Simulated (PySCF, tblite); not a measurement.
Compound: C₆H₁₀F₃OP.
Z-matrix (Å and degrees, GFN2-xTB geometry), rows numbered from 1:
```
C 
C   1  1.4817
C   2  1.3298  1  126.46
P   3  1.8087  2  125.86  1    -1.08
O   4  1.4626  3  120.56  2   -23.61
C   4  1.8380  3  105.52  2  -156.93
C   6  1.5225  4  109.97  3   177.07
C   4  1.8980  3  100.05  2    96.74
F   8  1.3359  4  112.70  3   176.66
F   8  1.3420  4  113.48  3    55.13
F   8  1.3387  4  109.24  3   -64.03
H   1  1.0843  2  111.60  3     1.05
H   1  1.0899  2  109.72  3   122.66
H   1  1.0899  2  109.28  3  -119.88
H   2  1.0858  1  115.21  3   179.66
H   3  1.0822  2  120.37  1   178.56
H   6  1.0915  4  110.13  3   -59.25
H   6  1.0944  4  105.90  3    57.77
H   7  1.0880  6  110.56  4  -172.62
H   7  1.0880  6  111.03  4    66.79
H   7  1.0882  6  109.69  4   -52.58
```

Level of theory: PBE0/pcSseg-1 in PySCF (dipole) on a GFN2-xTB geometry, gas phase.

Take the most abundant isotopes and a rigid rotor. The values belong to one conformer with, in the numbering `[CH3:1]/[CH:2]=[CH:3]\[P@:4](=[O:5])([CH2:6][CH3:7])[C:8]([F:9])([F:10])[F:11]`, C2–C3–P4–O5 -24°, C3–P4–C6–C7 177°.

**Question.** What are A, B and C (GHz)?

**Answer.** Ia = 420.95, Ib = 611.29, Ic = 777.34 u·Å²; 505379 MHz·u·Å²/I gives 1201, 826.7 and 650.1 MHz, that is A = 1.2006, B = 0.8267, C = 0.6501 GHz.

**Question.** What kind of rotor is it?

**Answer.** An asymmetric top; Ray's κ = -0.358.

**Question.** What does the inertial defect say?

**Answer.** Not planar: Δ = Ic − Ia − Ib = -254.90 u·Å². For a rigid frame Δ = −2 Σ m c², so Σ m c² = 127.45 u·Å² lies off the ab plane: 15.47 from hydrogen and 111.98 from heavier atoms. The atom farthest from that plane is 2.11 Å away.

**Question.** Give the other two planar moments, Paa and Pbb, and the rms extents of the mass along the axes.

**Answer.** Paa = Σ m a² = (Ib + Ic − Ia)/2 = 483.84 and Pbb = Σ m b² = (Ia + Ic − Ib)/2 = 293.50 u·Å². With the mass M = 186.04 u, the rms extents √(P/M) along a, b and c are 1.61, 1.26, 0.83 Å.

**Question.** Give the coordinates in the principal-axis frame, origin at the centre of mass.

**Answer.** The sense of each axis is arbitrary; atoms in the order of the calculation.
```json
{"atom": "C1", "mass (u)": "12.000", "a (Å)": "-3.224", "b (Å)": "-0.143", "c (Å)": "-0.618"}
{"atom": "C2", "mass (u)": "12.000", "a (Å)": "-2.687", "b (Å)": "-0.336", "c (Å)": "0.749"}
{"atom": "C3", "mass (u)": "12.000", "a (Å)": "-1.416", "b (Å)": "-0.546", "c (Å)": "1.077"}
{"atom": "P4", "mass (u)": "30.974", "a (Å)": "-0.031", "b (Å)": "-0.676", "c (Å)": "-0.080"}
{"atom": "O5", "mass (u)": "15.995", "a (Å)": "-0.259", "b (Å)": "-1.062", "c (Å)": "-1.472"}
{"atom": "C6", "mass (u)": "12.000", "a (Å)": "1.264", "b (Å)": "-1.630", "c (Å)": "0.809"}
{"atom": "C7", "mass (u)": "12.000", "a (Å)": "2.458", "b (Å)": "-1.862", "c (Å)": "-0.106"}
{"atom": "C8", "mass (u)": "12.000", "a (Å)": "0.632", "b (Å)": "1.101", "c (Å)": "-0.003"}
{"atom": "F9", "mass (u)": "18.998", "a (Å)": "1.735", "b (Å)": "1.271", "c (Å)": "-0.736"}
{"atom": "F10", "mass (u)": "18.998", "a (Å)": "0.926", "b (Å)": "1.509", "c (Å)": "1.241"}
{"atom": "F11", "mass (u)": "18.998", "a (Å)": "-0.298", "b (Å)": "1.939", "c (Å)": "-0.478"}
{"atom": "H12", "mass (u)": "1.008", "a (Å)": "-2.443", "b (Å)": "-0.211", "c (Å)": "-1.367"}
{"atom": "H13", "mass (u)": "1.008", "a (Å)": "-3.990", "b (Å)": "-0.892", "c (Å)": "-0.821"}
{"atom": "H14", "mass (u)": "1.008", "a (Å)": "-3.700", "b (Å)": "0.835", "c (Å)": "-0.684"}
{"atom": "H15", "mass (u)": "1.008", "a (Å)": "-3.424", "b (Å)": "-0.291", "c (Å)": "1.546"}
{"atom": "H16", "mass (u)": "1.008", "a (Å)": "-1.128", "b (Å)": "-0.651", "c (Å)": "2.115"}
{"atom": "H17", "mass (u)": "1.008", "a (Å)": "1.550", "b (Å)": "-1.111", "c (Å)": "1.726"}
{"atom": "H18", "mass (u)": "1.008", "a (Å)": "0.801", "b (Å)": "-2.583", "c (Å)": "1.082"}
{"atom": "H19", "mass (u)": "1.008", "a (Å)": "3.174", "b (Å)": "-2.534", "c (Å)": "0.363"}
{"atom": "H20", "mass (u)": "1.008", "a (Å)": "2.962", "b (Å)": "-0.926", "c (Å)": "-0.337"}
{"atom": "H21", "mass (u)": "1.008", "a (Å)": "2.122", "b (Å)": "-2.304", "c (Å)": "-1.042"}
```

**Question.** Predict some low-J microwave lines.

**Answer.** The dipole components are |μa| = 1.10 D, |μb| = 1.32 D, |μc| = 3.29 D. The squared components, which scale the intensities, stand as 0.11 : 0.16 : 1.00 (a : b : c). Some lines, for components of 0.1 D or more:

```tsv
type	branch	J(Ka,Kc)	MHz	lower level (cm⁻¹)
c	Q	5(2,4) ← 5(1,4)	381	0.783
a	Q	4(2,2) ← 4(2,3)	582	0.553
b	Q	3(2,1) ← 3(1,2)	1119	0.327
a	R	1(0,1) ← 0(0,0)	1477	0.000
b	Q	5(3,2) ← 5(2,3)	1754	0.833
b	Q	3(2,2) ← 3(1,3)	1944	0.292
b	Q	4(2,3) ← 4(1,4)	2335	0.475
b	Q	3(3,1) ← 3(2,2)	2338	0.357
a	R	2(0,2) ← 1(0,1)	2904	0.049
b	Q	4(4,1) ← 4(3,2)	3169	0.635
a	R	3(2,1) ← 2(2,0)	4607	0.211
b	R	4(0,4) ← 3(1,3)	5419	0.292
a	R	4(0,4) ← 3(0,3)	5549	0.288
b	R	5(2,3) ← 4(3,2)	5944	0.635
b	R	3(2,1) ← 2(1,2)	6307	0.154
b	R	3(3,1) ← 2(2,0)	6719	0.211
c	R	3(3,1) ← 2(2,1)	6769	0.209
b	R	5(1,5) ← 4(0,4)	6856	0.473
c	R	5(2,3) ← 4(1,3)	9028	0.532
c	R	4(4,1) ← 3(3,1)	9154	0.435
b	R	5(3,3) ← 4(2,2)	9354	0.572
c	R	5(3,3) ← 4(2,3)	9936	0.553
c	R	5(4,2) ← 4(3,2)	10662	0.635
b	R	5(2,3) ← 4(1,4)	10734	0.475
```

**Question.** Estimate the classical rotational partition function at 10 K, 25 K and 200 K.

**Answer.** Point group C1, symmetry number σ = 1; q = (√π/σ)·√((kT/h)³/(ABC)), k/h = 20836.6 MHz/K: 6640 at 10 K, 26200 at 25 K, 594000 at 200 K.

Its lowest GFN2-xTB frequency is 17i cm⁻¹, too small to tell a flat minimum from a shallow saddle. No vibrational averaging or centrifugal distortion is included, and the geometry carries the error of its method. A rigid rotor knows nothing of internal rotation, which can split or shift real lines.
